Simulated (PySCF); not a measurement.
Compound: C₇H₁₀N (charge +1).
Geometry (GFN2-xTB, Å), atoms numbered from 1 in this order:
```
atom  x, y, z in Å
C1     3.0393    1.6560    0.6978
C2     1.9586    1.1977    0.4216
C3     0.6825    0.7076    0.1460
N4     0.4293   -0.2741   -0.6442
C5     1.4571   -0.9862   -1.3545
C6    -0.9302   -0.7288   -0.8844
C7    -1.9072   -0.3082    0.1751
C8    -2.9796    0.4223   -0.0679
H9     3.9835    2.0572    0.9376
H10   -0.1506    1.2016    0.6392
H11    2.4098   -0.4645   -1.2818
H12    1.5718   -1.9892   -0.9370
H13    1.1770   -1.0906   -2.4036
H14   -0.9048   -1.8220   -0.9490
H15   -1.2507   -0.3479   -1.8612
H16   -1.7012   -0.6844    1.1687
H17   -3.2142    0.7890   -1.0538
H18   -3.6792    0.6712    0.7102
```

PySCF, density fitting, gas phase, GFN2-xTB geometry. The standard run uses grid level 2 after a coarse-grid start, the def2-universal JK fitting basis (with tight functions added where the orbital basis needs them), an energy threshold of 1e-9 Eh and DIIS. The changed runs have no coarse-grid stage.

Task: Standard PBE0/pcSseg-1: E = -326.719641 Eh, HOMO -12.100 eV, LUMO -7.316 eV, 16 cycles (coarse-grid cycles included). What changes at PBE0/pcSseg-1 with: start guess sap, damping 0.2 at the start, DIIS from the seventh cycle?

Result: E = -326.719641 Eh (0.000 mEh), HOMO -12.100 eV (0.000), LUMO -7.316 eV (0.000), 25 SCF cycles. The result matches the standard run within 0.02 mEh and 0.003 eV; such settings steer the iterations and don't enter the energy expression.

The cycles:
```
cycle   1  E = -297.5322892710  dE =  2.562e+01  |g| = 7.584e+00  |ddm| = 8.116e+01
cycle   2  E = -263.7765435660  dE =  3.376e+01  |g| = 1.327e+01  |ddm| = 8.208e+01
cycle   3  E = -189.9222904678  dE =  7.385e+01  |g| = 1.590e+01  |ddm| = 7.742e+01
cycle   4  E = -237.8863181469  dE = -4.796e+01  |g| = 1.544e+01  |ddm| = 7.859e+01
cycle   5  E = -218.0477325792  dE =  1.984e+01  |g| = 1.338e+01  |ddm| = 3.510e+01
cycle   6  E = -112.0589459300  dE =  1.060e+02  |g| = 2.079e+01  |ddm| = 3.831e+01
cycle   7  E = 70.3173998213  dE =  1.824e+02  |g| = 2.457e+01  |ddm| = 8.721e+01
cycle   8  E = -153.2407843164  dE = -2.236e+02  |g| = 1.898e+01  |ddm| = 1.087e+02
cycle   9  E = -256.1335260966  dE = -1.029e+02  |g| = 1.039e+01  |ddm| = 7.735e+01
cycle  10  E = -200.9895248593  dE =  5.514e+01  |g| = 1.451e+01  |ddm| = 5.404e+01
... (5 lines left out)
cycle  16  E = -326.7138038765  dE = -5.294e-02  |g| = 1.522e-01  |ddm| = 4.230e-01
cycle  17  E = -326.7188765015  dE = -5.073e-03  |g| = 5.387e-02  |ddm| = 1.363e-01
cycle  18  E = -326.7194997323  dE = -6.232e-04  |g| = 2.540e-02  |ddm| = 5.648e-02
cycle  19  E = -326.7196185408  dE = -1.188e-04  |g| = 8.581e-03  |ddm| = 2.050e-02
cycle  20  E = -326.7196382632  dE = -1.972e-05  |g| = 3.200e-03  |ddm| = 1.069e-02
cycle  21  E = -326.7196403808  dE = -2.118e-06  |g| = 1.464e-03  |ddm| = 3.214e-03
cycle  22  E = -326.7196408492  dE = -4.684e-07  |g| = 3.771e-04  |ddm| = 1.350e-03
cycle  23  E = -326.7196408870  dE = -3.777e-08  |g| = 6.788e-05  |ddm| = 4.265e-04
cycle  24  E = -326.7196408884  dE = -1.389e-09  |g| = 2.396e-05  |ddm| = 8.853e-05
cycle  25  E = -326.7196408885  dE = -1.404e-10  |g| = 1.239e-05  |ddm| = 3.201e-05
```
